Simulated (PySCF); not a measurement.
# Polarisability and C₆ of Al²⁺ (aluminium, charge +2)

[Ne] 3s1, 2S determinant. All numbers are calculated (PySCF 2.14, the non-relativistic Hamiltonian (point nucleus), in aug-cc-pwCVQZ (10s9p7d5f3g, 134 functions)). Coupled (time-dependent) response in atomic units; α is the mean over directions.

```csv
method,mean α (bohr³),C₆ (like pair),S(−4)
LC-wPBE,14.89,41.42,258.2
```

S(−4) is the Cauchy moment in α(ω) = α(0) + S(−4) ω² + …

α(iu) at LC-wPBE:

```csv
u (hartree),α(iu) (bohr³)
0,14.89
0.0500,14.28
0.100,12.70
0.200,8.859
0.300,5.957
0.500,3.029
0.750,1.661
1.00,1.094
1.50,0.6385
2.00,0.4546
3.00,0.2916
5.00,0.1627
```

A single London oscillator, α(iu) = α/(1 + u²/ω²), gives C₆ = (3/4) ω α². Matching the computed C₆ needs ω = 4 × 41.42 / (3 × 14.89²) = 0.249 hartree.

For an ion, C₆ is the dispersion term alone; charge-induced terms of lower order in 1/R come first.
